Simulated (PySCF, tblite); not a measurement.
Isomers of C5H9PSSi. Method: GFN2-xTB as coded in tblite; computed harmonic values from a numerical Hessian at the method's own geometry, unscaled. Errors from tens to a few hundred cm⁻¹ against measured bands are possible. Modes of hydrogen on phosphorus and silicon can be 10 to 20 % off. One conformer each.

Electronic energies: PBE0/pcSseg-1 single points on the GFN2-xTB geometries (PySCF, gas phase).

```
                      SMILES  electronic energy, lowest = 0 (kJ/mol)
        CC(=S)C#C[Si@@H](C)P                                    79.8
[SiH3][C@H]1C=C[P@H](=S)C=C1                                     6.1
    CC1=C[P@H](=S)C=C1[SiH3]                                     0.0
```

**Question.** How do GFN2-xTB zero-point energies change the relative energies?

**Answer.** 
```json
{"SMILES": "CC1=C[P@H](=S)C=C1[SiH3]", "ZPE (kJ/mol)": "304.8", "of it from modes above 1550 cm⁻¹": "154.7", "electronic (kJ/mol)": "0.0", "with ZPE, lowest = 0 (kJ/mol)": "0.0", "lowest mode (cm⁻¹)": "61", "rings": "1"}
{"SMILES": "[SiH3][C@H]1C=C[P@H](=S)C=C1", "ZPE (kJ/mol)": "306.7", "of it from modes above 1550 cm⁻¹": "164.0", "electronic (kJ/mol)": "6.1", "with ZPE, lowest = 0 (kJ/mol)": "8.1", "lowest mode (cm⁻¹)": "54", "rings": "1"}
{"SMILES": "CC(=S)C#C[Si@@H](C)P", "ZPE (kJ/mol)": "303.7", "of it from modes above 1550 cm⁻¹": "163.0", "electronic (kJ/mol)": "79.8", "with ZPE, lowest = 0 (kJ/mol)": "78.7", "lowest mode (cm⁻¹)": "11", "rings": "0"}
```

The zero-point energies span 3.0 kJ/mol, from `CC(=S)C#C[Si@@H](C)P` to `[SiH3][C@H]1C=C[P@H](=S)C=C1`. The order is unchanged.

**Question.** And how do the electronic energies of GFN2-xTB itself compare?

**Answer.** `CC1=C[P@H](=S)C=C1[SiH3]` 0.0; `[SiH3][C@H]1C=C[P@H](=S)C=C1` 7.1; `CC(=S)C#C[Si@@H](C)P` 204.2 kJ/mol, lowest = 0. Against the energies above, taken from the same isomer `CC1=C[P@H](=S)C=C1[SiH3]`, the largest difference is 124.4 kJ/mol.
